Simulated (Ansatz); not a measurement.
Born–Oppenheimer molecular dynamics of F$_{2}$H$_{4}$N$_{2}$Zr (9 atoms, charge 0, multiplicity 1). It starts from a relaxed structure.

All numbers below come from RHF/def2-SVP (Ansatz 0.2.0).

```
ensemble                      : NVE (velocity Verlet)
time step                     : 0.25 fs
steps asked                   : 138
starting velocities drawn for : 300 K
masses                        : H 2.014 u
seed                          : 588273
```

Frames 2.5 fs apart, positions in Å, forces in eV/Å.

Velocities at 0 fs (Å/ps):

```
Zr 0.36 1.17 0.46
F 2.31 4.97 -0.58
F -2.75 -0.80 1.05
N 0.35 -5.09 1.18
H 16.08 -2.88 0.11
H -0.33 -5.35 22.10
N -2.83 -3.45 -7.54
H -7.27 -8.53 -12.62
H -3.53 -16.02 9.26
```

```xyz
9
Properties=species:S:1:pos:R:3:forces:R:3 time_fs=0 energy_less_start_eV=0.000 T=300
Zr -0.018 -0.006 -0.031 0.00 0.00 0.00
F -0.015 -0.064 1.893 0.00 0.00 0.00
F 1.786 0.077 -0.699 0.00 0.00 0.00
N -0.990 1.655 -0.715 0.00 -0.01 0.01
H -1.918 1.691 -1.098 0.00 0.00 0.00
H -0.614 2.588 -0.715 0.00 0.01 0.00
N -1.026 -1.649 -0.693 0.02 0.01 -0.01
H -1.569 -2.270 -0.116 -0.01 -0.01 0.01
H -1.013 -2.023 -1.627 0.00 0.00 0.00
9
Properties=species:S:1:pos:R:3:forces:R:3 time_fs=2.5 energy_less_start_eV=0.042 T=253
Zr -0.018 -0.003 -0.030 -0.27 -0.62 -0.11
F -0.009 -0.051 1.891 0.00 0.01 0.08
F 1.779 0.075 -0.696 0.19 0.03 -0.06
N -0.988 1.642 -0.712 1.14 0.15 0.52
H -1.886 1.685 -1.101 -1.25 0.07 -0.56
H -0.615 2.575 -0.659 -0.02 0.03 -0.03
N -1.034 -1.657 -0.711 -0.10 0.25 1.08
H -1.586 -2.289 -0.147 0.13 0.28 0.11
H -1.021 -2.065 -1.611 0.17 -0.21 -1.03
9
Properties=species:S:1:pos:R:3:forces:R:3 time_fs=5 energy_less_start_eV=0.057 T=237
Zr -0.017 -0.001 -0.029 -0.47 -1.22 -0.18
F -0.004 -0.039 1.890 0.01 0.02 0.16
F 1.773 0.073 -0.694 0.38 0.06 -0.11
N -0.982 1.630 -0.706 0.30 0.47 0.18
H -1.885 1.680 -1.119 -0.49 0.06 -0.26
H -0.617 2.563 -0.605 -0.07 0.04 -0.07
N -1.041 -1.665 -0.725 -0.01 0.04 0.50
H -1.600 -2.301 -0.174 0.09 0.34 0.31
H -1.024 -2.111 -1.620 0.29 0.20 -0.51
9
Properties=species:S:1:pos:R:3:forces:R:3 time_fs=7.5 energy_less_start_eV=0.108 T=181
Zr -0.016 0.001 -0.028 -0.62 -1.74 -0.23
F 0.002 -0.026 1.889 0.01 0.03 0.23
F 1.768 0.071 -0.692 0.53 0.07 -0.16
N -0.975 1.620 -0.700 -1.16 0.80 -0.50
H -1.897 1.677 -1.143 0.88 0.01 0.38
H -0.620 2.552 -0.553 -0.13 0.04 -0.12
N -1.048 -1.672 -0.737 0.24 -0.23 -0.58
H -1.612 -2.304 -0.193 -0.05 0.22 0.45
H -1.019 -2.150 -1.644 0.29 0.79 0.53
9
Properties=species:S:1:pos:R:3:forces:R:3 time_fs=10 energy_less_start_eV=0.135 T=151
Zr -0.016 0.002 -0.027 -0.73 -2.10 -0.29
F 0.008 -0.013 1.889 0.01 0.03 0.25
F 1.765 0.070 -0.690 0.62 0.08 -0.19
N -0.972 1.613 -0.696 -1.26 0.96 -0.55
H -1.887 1.674 -1.158 0.95 0.03 0.42
H -0.627 2.542 -0.505 -0.17 0.03 -0.16
N -1.055 -1.680 -0.751 0.42 -0.02 -0.49
H -1.625 -2.299 -0.199 -0.05 0.19 0.36
H -1.005 -2.167 -1.654 0.23 0.79 0.65
9
Properties=species:S:1:pos:R:3:forces:R:3 time_fs=12.5 energy_less_start_eV=0.125 T=162
Zr -0.017 0.001 -0.027 -0.83 -2.25 -0.36
F 0.014 -0.001 1.890 0.00 0.02 0.24
F 1.763 0.068 -0.689 0.63 0.08 -0.20
N -0.974 1.611 -0.694 0.01 0.84 0.14
H -1.851 1.673 -1.162 -0.34 0.14 -0.24
H -0.640 2.534 -0.461 -0.17 0.06 -0.17
N -1.060 -1.688 -0.767 0.42 0.69 0.79
H -1.639 -2.288 -0.194 0.09 0.26 0.05
H -0.984 -2.163 -1.647 0.18 0.16 -0.23
9
Properties=species:S:1:pos:R:3:forces:R:3 time_fs=15 energy_less_start_eV=0.153 T=131
Zr -0.018 -0.002 -0.026 -0.84 -2.22 -0.42
F 0.020 0.012 1.892 -0.01 0.01 0.19
F 1.764 0.067 -0.689 0.57 0.07 -0.18
N -0.977 1.612 -0.692 0.87 0.56 0.66
H -1.826 1.675 -1.173 -1.21 0.21 -0.75
H -0.657 2.527 -0.422 -0.12 0.19 -0.15
N -1.063 -1.693 -0.779 0.46 1.35 1.71
H -1.651 -2.271 -0.189 0.15 0.19 -0.22
H -0.958 -2.153 -1.647 0.13 -0.37 -0.83
9
Properties=species:S:1:pos:R:3:forces:R:3 time_fs=17.5 energy_less_start_eV=0.122 T=166
Zr -0.020 -0.005 -0.026 -0.75 -2.03 -0.43
F 0.025 0.025 1.894 -0.02 -0.02 0.12
F 1.766 0.067 -0.689 0.46 0.04 -0.15
N -0.976 1.616 -0.687 -0.21 0.45 0.05
H -1.830 1.684 -1.203 -0.12 0.12 -0.13
H -0.678 2.526 -0.388 -0.08 0.31 -0.11
N -1.064 -1.693 -0.785 0.81 1.31 0.89
H -1.658 -2.247 -0.189 -0.01 -0.08 -0.25
H -0.928 -2.152 -1.668 -0.08 -0.09 0.02
9
Properties=species:S:1:pos:R:3:forces:R:3 time_fs=20 energy_less_start_eV=0.127 T=159
Zr -0.022 -0.011 -0.026 -0.57 -1.66 -0.39
F 0.031 0.038 1.897 -0.04 -0.05 0.02
F 1.770 0.066 -0.690 0.31 0.01 -0.10
N -0.976 1.621 -0.682 -1.22 0.55 -0.58
H -1.839 1.696 -1.238 0.99 0.00 0.58
H -0.702 2.534 -0.357 -0.11 0.16 -0.15
N -1.061 -1.687 -0.787 1.12 0.96 -0.17
H -1.666 -2.227 -0.196 -0.16 -0.29 -0.20
H -0.900 -2.154 -1.687 -0.31 0.32 0.98
9
Properties=species:S:1:pos:R:3:forces:R:3 time_fs=22.5 energy_less_start_eV=0.086 T=206
Zr -0.024 -0.017 -0.027 -0.36 -1.10 -0.33
F 0.037 0.050 1.899 -0.05 -0.08 -0.09
F 1.775 0.065 -0.691 0.11 -0.03 -0.04
N -0.981 1.629 -0.679 -0.83 0.58 -0.30
H -1.821 1.709 -1.256 0.73 -0.02 0.45
H -0.729 2.546 -0.331 -0.13 -0.12 -0.21
N -1.054 -1.677 -0.789 0.86 0.71 0.02
H -1.678 -2.213 -0.210 -0.05 -0.18 -0.28
H -0.881 -2.147 -1.681 -0.28 0.24 0.78
9
Properties=species:S:1:pos:R:3:forces:R:3 time_fs=25 energy_less_start_eV=0.049 T=245
Zr -0.027 -0.024 -0.028 -0.10 -0.38 -0.22
F 0.042 0.062 1.902 -0.07 -0.13 -0.21
F 1.780 0.065 -0.692 -0.10 -0.08 0.02
N -0.990 1.639 -0.677 0.50 0.22 0.64
H -1.784 1.721 -1.264 -0.52 0.06 -0.44
H -0.760 2.555 -0.311 -0.06 -0.16 -0.18
N -1.043 -1.664 -0.791 0.21 0.65 1.08
H -1.692 -2.206 -0.232 0.15 0.08 -0.34
H -0.870 -2.134 -1.653 0.00 -0.26 -0.36
9
Properties=species:S:1:pos:R:3:forces:R:3 time_fs=27.5 energy_less_start_eV=0.055 T=239
Zr -0.030 -0.031 -0.028 0.22 0.41 -0.05
F 0.047 0.074 1.903 -0.10 -0.17 -0.31
F 1.785 0.064 -0.693 -0.28 -0.12 0.07
N -0.996 1.650 -0.672 0.89 -0.34 0.89
H -1.761 1.735 -1.283 -0.91 0.05 -0.78
H -0.792 2.560 -0.296 0.07 0.11 -0.01
N -1.031 -1.648 -0.789 -0.20 0.30 1.20
H -1.701 -2.196 -0.263 0.11 0.17 -0.13
H -0.859 -2.128 -1.634 0.21 -0.41 -0.87
```

Of the whole run (34 fs, mean temperature of the second half 204 K): The conserved energy stayed within 0.017 meV per atom of its start (net change 0.01 meV per atom), so the integration is sound. A run of 0.035 ps of so small a system gives no equilibrium averages.

Run time: 15 min on 1 thread of Intel(R) Xeon(R) Platinum 8175M CPU @ 2.50GHz (Skylake/Cascade Lake) (shared host), peak memory 0.23 GiB.
